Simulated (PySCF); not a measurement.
Bi(Cl)2(SiH3) (BiCl2H3Si), SMILES [SiH3][Bi]([Cl])[Cl].

Geometry optimised at r2SCAN-D4/def2-SVP. The structure was generated by enumeration; whether it is a known compound was not checked. The def2 effective core potentials stand for the cores of Bi; spin–orbit coupling is left out.

All values below come from PySCF with TDA-PBE/def2-SVPD.

Vertical excitations. Gas-phase values at a fixed geometry. State labels are in the subgroup Cs.

Computed lowest excited states:
```json
[
 {"state": "S1", "symmetry": "A'", "energy (eV)": "3.33", "λ (nm)": "372", "f": "0.002", "main pairs": "HOMO→LUMO 99 %"},
 {"state": "S2", "symmetry": "A\"", "energy (eV)": "3.75", "λ (nm)": "330", "f": "0.001", "main pairs": "HOMO→LUMO+1 98 %"},
 {"state": "S3", "symmetry": "A\"", "energy (eV)": "4.39", "λ (nm)": "283", "f": "0.000", "main pairs": "HOMO−2→LUMO 98 %"},
 {"state": "S4", "symmetry": "A\"", "energy (eV)": "4.51", "λ (nm)": "275", "f": "0.015", "main pairs": "HOMO−1→LUMO 89 %"},
 {"state": "S5", "symmetry": "A'", "energy (eV)": "4.52", "λ (nm)": "275", "f": "0.003", "main pairs": "HOMO−3→LUMO 94 %"},
 {"state": "S6", "symmetry": "A'", "energy (eV)": "4.77", "λ (nm)": "260", "f": "0.007", "main pairs": "HOMO−1→LUMO+1 94 %"},
 {"state": "S7", "symmetry": "A'", "energy (eV)": "4.80", "λ (nm)": "258", "f": "0.001", "main pairs": "HOMO−2→LUMO+1 95 %"},
 {"state": "S8", "symmetry": "A'", "energy (eV)": "5.08", "λ (nm)": "244", "f": "0.019", "main pairs": "HOMO−4→LUMO 76 %, HOMO→LUMO+2 19 %"},
 {"state": "S9", "symmetry": "A\"", "energy (eV)": "5.20", "λ (nm)": "238", "f": "0.020", "main pairs": "HOMO−3→LUMO+1 72 %"},
 {"state": "S10", "symmetry": "A'", "energy (eV)": "5.37", "λ (nm)": "231", "f": "0.196", "main pairs": "HOMO→LUMO+2 60 %, HOMO−4→LUMO 16 %"},
 {"state": "T1", "symmetry": "A'", "energy (eV)": "2.92", "λ (nm)": "425", "f": "0", "main pairs": "HOMO→LUMO 100 %"},
 {"state": "T2", "symmetry": "A\"", "energy (eV)": "3.35", "λ (nm)": "370", "f": "0", "main pairs": "HOMO→LUMO+1 99 %"},
 {"state": "T3", "symmetry": "A\"", "energy (eV)": "4.00", "λ (nm)": "310", "f": "0", "main pairs": "HOMO−1→LUMO 99 %"},
 {"state": "T4", "symmetry": "A\"", "energy (eV)": "4.15", "λ (nm)": "298", "f": "0", "main pairs": "HOMO−2→LUMO 99 %"}
]
```
Triplets are in the Tamm–Dancoff approximation.
